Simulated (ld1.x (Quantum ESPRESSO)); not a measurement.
**V (Z = 23), ultrasoft: configuration errors across variants**

- Element: V (Z = 23)
- Generator: ld1.x (Quantum ESPRESSO) 7.5
- Type: ultrasoft
- Functional: LDA (PZ)
- Relativity: scalar-relativistic
- Frozen core: [Ar]
- Valence charge: 5
- Reference configuration: 3d3 4s2 4p0
- Partial waves: 4s (bound): rcut 1.95, rcutus 2.55 bohr; 4s channel at 0.1 Ry: rcut 1.95, rcutus 2.55 bohr; 4p (bound, empty): rcut 2.50, rcutus 3.40 bohr; 4p channel at 4 Ry: rcut 2.50, rcutus 3.40 bohr; 3d (bound): rcut 0.90, rcutus 1.15 bohr; 3d channel at 0.45 Ry: rcut 0.90, rcutus 1.15 bohr
- Local potential: all-electron potential smoothed inside 2.60 bohr (lloc = -1)
- Core correction: Bessel-smoothed model core, default radius (core density twice the valence density)
- Augmentation charge: built from norm-conserving waves at rcut, not smoothed further

All-electron excitation energies from the reference (eV): (1) 3d3 4s1 4p0 7.941; (2) 3d3 4s0 4p0 22.486; (3) 3d2 4s0 4p0 51.645; (4) 3d3.5 4s1.5 4p0 0.028; (5) 3d3 4s1.5 4p0 3.180; (6) 3d2 4s2 4p0 11.218; (7) 3d4 4s1 4p0 0.541; (8) 3d3 4s2 4p0 spin -1.628; (9) 3d3 4s1 4p0 spin 5.572.

Spin tests fill each open shell by Hund’s rule, majority spin first.

The default core radius of the base comes out at 1.49 bohr.

A true bound ghost makes a file unfit for plane-wave use even where its test errors are small: the radial tests pick states by their node count and pass the ghost by.

Errors AE − PS in meV (a dash: test not solved or not reliable):

```csv
change,(1),(2),(3),(4),(5),(6),(7),(8),(9),bound ghosts
base,-4.9,-31,-428,-37,-1.1,-303,-112,+89,+91,p
core correction none,+7.3,+73,+75,-21,+1.0,-149,-63,+3137,+3629,p
core correction Bessel-smoothed model core inside 0.58 bohr,-5.0,-31,-430,-37,-1.1,-305,-113,+30,+27,p
core correction Bessel-smoothed model core inside 0.74 bohr,-4.9,-31,-429,-37,-1.1,-304,-113,+74,+75,p
core correction Bessel-smoothed model core inside 0.90 bohr,-4.9,-31,-430,-37,-1.1,-305,-113,+41,+39,p
core correction Bessel-smoothed model core inside 0.98 bohr,-5.0,-31,-430,-37,-1.1,-306,-113,+16,+12,p
core correction Bessel-smoothed model core inside 1.36 bohr,-5.0,-31,-430,-37,-1.1,-305,-113,+24,+20,p
```

(1) Give the same row for: core correction Bessel-smoothed model core inside 1.22 bohr.

Results:

(1) -5.0, -31, -431, -37, -1.1, -307, -113, -10, -16; bound ghosts: p.
